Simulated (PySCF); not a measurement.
**TDDFT excited states: C6H11As**

Species: C6H11As.
SMILES: `CC#C[C@@H](C)[AsH]C`

The calculation used PySCF, TDDFT PBE0/def2-SVPD, vertical, gas phase, core orbitals frozen in the response. Geometry: PBE0-D3(BJ)/def2-SVP, one conformer, isolated molecule. The PBE0/def2-SVPD calculation is non-relativistic and has no spin–orbit coupling, an omission that weighs most on arsenic.

```csv
state,E (eV),λ (nm),f,"main configurations (H = HOMO, L = LUMO)"
S1,5.82,213.2,0.025,"H→L (59%), H→L+1 (35%)"
S2,5.87,211.1,0.086,"H→L+1 (53%), H→L (32%)"
S3,6.17,201.0,0.018,"H-1→L (43%), H-2→L (28%)"
S4,6.34,195.5,0.020,"H-2→L+1 (31%), H-1→L+1 (24%), H→L+4 (17%)"
S5,6.36,194.8,0.0071,"H-1→L+1 (40%), H-2→L (18%), H-1→L (13%)"
S6,6.47,191.7,0.0033,"H→L+2 (58%), H-2→L+1 (9%)"
S7,6.61,187.7,0.034,"H-2→L (31%), H-1→L+1 (19%), H→L+4 (13%)"
S8,6.72,184.5,0.086,"H→L+3 (76%), H→L+2 (10%)"
S9,6.76,183.4,0.045,"H→L+4 (36%), H-2→L+1 (27%), H→L+2 (16%)"
S10,7.01,176.8,0.102,"H-1→L+2 (54%), H-1→L (11%)"
```

Triplets (Tamm–Dancoff): T1 4.87 eV, H→L (52%), H→L+1 (22%); T2 5.11 eV, H→L+1 (47%), H→L (10%); T3 5.29 eV, H-1→L (20%), H→L (20%), H-2→L (17%); T4 5.58 eV, H-2→L (15%), H→L+4 (14%), H-1→L (14%).

The lowest singlet comes at 213 nm (561 kJ/mol) in the ultraviolet; it is weak; its leading configuration is HOMO→LUMO (59%). The most intense listed level is S10 at 7.01 eV (177 nm, f = 0.102), 1.20 eV above S1. It is the last of those listed, so stronger ones may follow. Löwdin shares by element: HOMO arsenic 40%, carbon 39% or more (atoms not listed hold the other 21%); LUMO arsenic 30%, carbon 24% or more, hydrogen 10% or more (atoms not listed hold the other 37%). Weighted by f, the mean energy of these states is 6.51 eV. The oscillator strengths of these states sum to 0.427; summed over the whole spectrum of an exact calculation they would give the number of electrons, 80 (Thomas–Reiche–Kuhn). Of the 10 states listed, 8 reach f = 0.01 and none stays under 0.0005. All these states lie below the vertical ionisation energy of 8.38 eV (ΔSCF). Only the lowest 10 singlets were computed, as vertical energies without vibronic structure.

On Arm Neoverse V2, one thread, no GPU, shared host with 96 logical CPUs at a one-minute load of 38, this took 4.4 min and 1.2 GiB of memory at its peak.
